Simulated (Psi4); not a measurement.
H$_{3}$B$_{3}$O$_{3}$, triplet, at a GFN2-xTB geometry (a higher spin typed on purpose: for a closed-shell molecule this is an excited state); Psi4 1.11 with CCSD(T)/STO-3G.

Psi4 was given this input:
```
memory 2 GB

molecule mol {
0 3
B    -0.579297    1.234690    0.548000
O    -1.391448   -0.011194    0.253351
B    -0.712762   -1.079500   -0.103568
O     0.612727   -1.178703   -0.332190
B     1.379527    0.029749   -0.325058
O     0.727033    1.071838    0.119027
H    -1.172806    2.106937   -0.042589
H    -1.347548   -2.079495   -0.215197
H     2.496513   -0.007675   -0.660589
}

set {
  basis sto-3g
  reference uhf
  freeze_core true
  mp2_type conv
  scf_type pk
  puream true
  d_convergence 1e-8
}

energy('ccsd(t)')
print_variables()
```

What the program printed (banner, timings and long lists left out):

```
   => Loading Basis Set <=

    Name: STO-3G
    Role: ORBITAL
    Keyword: BASIS

         ---------------------------------------------------------
                                   SCF
               by Justin Turney, Rob Parrish, Andy Simmonett
                          and Daniel G. A. Smith
                              UHF Reference
         ---------------------------------------------------------

  ==> Geometry <==

    Molecular point group: c1
    Full point group: C1

    Geometry (in Angstrom), charge = 0, multiplicity = 3:

       Center              X                  Y                   Z               Mass
    ------------   -----------------  -----------------  -----------------  -----------------
         B           -0.580632011632     1.232695286937     0.535725909427    11.009305360000
         O           -1.392783011632    -0.013188713063     0.241076909427    15.994914619570
         B           -0.714097011632    -1.081494713063    -0.115842090573    11.009305360000
         O            0.611391988368    -1.180697713063    -0.344464090573    15.994914619570
         B            1.378191988368     0.027754286937    -0.337332090573    11.009305360000
         O            0.725697988368     1.069843286937     0.106752909427    15.994914619570
         H           -1.174141011632     2.104942286937    -0.054863090573     1.007825032230
         H           -1.348883011632    -2.081489713063    -0.227471090573     1.007825032230
         H            2.495177988368    -0.009669713063    -0.672863090573     1.007825032230

  Running in c1 symmetry.

  Rotational constants: A =      0.20161  B =      0.18825  C =      0.09833 [cm^-1]
  Rotational constants: A =   6044.08770  B =   5643.48024  C =   2947.95117 [MHz]
  Nuclear repulsion =  201.361099794487615

  Charge       = 0
  Multiplicity = 3
  Electrons    = 42
  Nalpha       = 22
  Nbeta        = 20

  ==> Algorithm <==

  SCF Algorithm Type is PK.
  DIIS enabled.
  MOM disabled.
  Fractional occupation disabled.
  Guess Type is SAD.
  Energy threshold   = 1.00e-08
  Density threshold  = 1.00e-08
  Integral threshold = 1.00e-12

  ==> Primary Basis <==

  Basis Set: STO-3G
    Blend: STO-3G
    Number of shells: 21
    Number of basis functions: 33
    Number of Cartesian functions: 33
    Spherical Harmonics?: true
    Max angular momentum: 1

  ==> Integral Setup <==

  Using in-core PK algorithm.
   Calculation information:
      Number of atoms:                   9
      Number of AO shells:              21
      Number of primitives:             63
      Number of atomic orbitals:        33
      Number of basis functions:        33

      Integral cutoff                 1.00e-12
      Number of threads:                 1

  Performing in-core PK
  Using 315282 doubles for integral storage.
  We computed 24756 shell quartets total.
  Whereas there are 26796 unique shell quartets.

  ==> DiskJK: Disk-Based J/K Matrices <==

    J tasked:                  Yes
    K tasked:                  Yes
    wK tasked:                  No
    Schwarz Cutoff:          1E-12

  Minimum eigenvalue in the overlap matrix is 2.5011441543E-01.
  Reciprocal condition number of the overlap matrix is 1.0594152052E-01.
    Using symmetric orthogonalization.

  ==> Pre-Iterations <==

  SCF Guess: Superposition of Atomic Densities via on-the-fly atomic UHF (no occupation information).

   -------------------------
    Irrep   Nso     Nmo
   -------------------------
     A         33      33
   -------------------------
    Total      33      33
   -------------------------

  ==> Iterations <==

                        Total Energy        Delta E     RMS |[F,P]|

   @UHF iter SAD:  -292.79402466115010   -2.92794e+02   0.00000e+00
   @UHF iter   1:  -296.36642829995230   -3.57240e+00   1.12020e-02 DIIS/ADIIS
   @UHF iter   2:  -296.46817586002339   -1.01748e-01   4.42231e-03 DIIS/ADIIS
   @UHF iter   3:  -296.48394271179484   -1.57669e-02   1.42016e-03 DIIS/ADIIS
[...]
  @UHF Final Energy:  -296.49501887625075
    Total Energy =                       -296.4950188762507537
[...]
             11   0         0.1877360152
             10   0         0.1329753090
              6   0        -0.0602808238
              9   2        -0.0573665081
              9   1         0.0501592653
              9   0         0.0435014162
              7   3        -0.0408791042
              7   1         0.0391664298

    Largest TIJAB Amplitudes:
     13  12   5   1        -0.0118116054
     10   6  10   1         0.0092100218
     13  12   6   1         0.0086179559
     12  10   1   0         0.0085349688
     12   6   5   1        -0.0083996751
      7   3   9   0         0.0082241754
     10   7  10   1         0.0076136644
     14  12  10   1         0.0074695996
      7   6   9   0        -0.0074302663
     10   8   5   1        -0.0073874303

    Largest Tijab Amplitudes:
     10   9   1   0        -0.0357321805
     13  11   1   0        -0.0354304303
     13  12   1   0         0.0289433413
     13   9   1   0        -0.0257182918
     13  11   2   0         0.0253438549
     13   9   3   0         0.0223479563
     13   9   2   0         0.0219828734
     13   3  11   0        -0.0219472769
     11  10   2   0         0.0204119906
     12   9   1   0         0.0201466112

    Largest TIjAb Amplitudes:
     12  13   0   0         0.0431970492
     12   9   1   0         0.0423837431
     12  13   1   0        -0.0399541550
     10   9   1   2         0.0378948508
     10  10   0   0        -0.0366732663
     15  10   1   0        -0.0363485407
      7  13   0   0         0.0346364862
     15   9   1   0        -0.0318488217
      6  13   0   0        -0.0311751262
      8  13   4   0         0.0302297387

    SCF energy       (wfn)                    = -296.495018876250754
    Reference energy (file100)                = -296.495018876250811

    Opposite-spin MP2 correlation energy      =   -0.189630740047292
    Same-spin MP2 correlation energy          =   -0.062441356458589
    Singles MP2 correlation energy            =   -0.000000000000000
    MP2 correlation energy                    =   -0.252072096505881
      * MP2 total energy                      = -296.747090972756666

    Opposite-spin CCSD correlation energy     =   -0.239120041539504
    Same-spin CCSD correlation energy         =   -0.065291782969044
    Singles CCSD correlation energy           =   -0.000000000000000
    CCSD correlation energy                   =   -0.304411824508549
      * CCSD total energy                     = -296.799430700759387

            **************************
            *                        *
            *        CCTRIPLES       *
            *                        *
            **************************

    Wave function   =    CCSD_T
    Reference wfn   =      UHF

    Nuclear Rep. energy (wfn)                =  201.361099794487615
    SCF energy          (wfn)                = -296.495018876250754
    Reference energy    (file100)            = -296.495018876250811
    CCSD energy         (file100)            =   -0.304411824508549
    Total CCSD energy   (file100)            = -296.799430700759387

    Number of ijk index combinations:
    Spin Case AAA:                                 560
    Spin Case BBB:                                 364
    Spin Case AAB:                                1680
    Spin Case ABB:                                1456
    AAA (T) energy                             =   -0.000187796571112
    BBB (T) energy                             =   -0.001174480155348
    AAB (T) energy                             =   -0.006860331732631
    ABB (T) energy                             =   -0.011348993391227
    (T) energy                                   =   -0.019571601850318
      * CCSD(T) total energy                     = -296.819002302609704

  Variable Map:
  ----------------------------------------------------------------------------
[...]
  Array Variable Map:
  ----------------------------------------------------------------------------
[...]
[...]
```
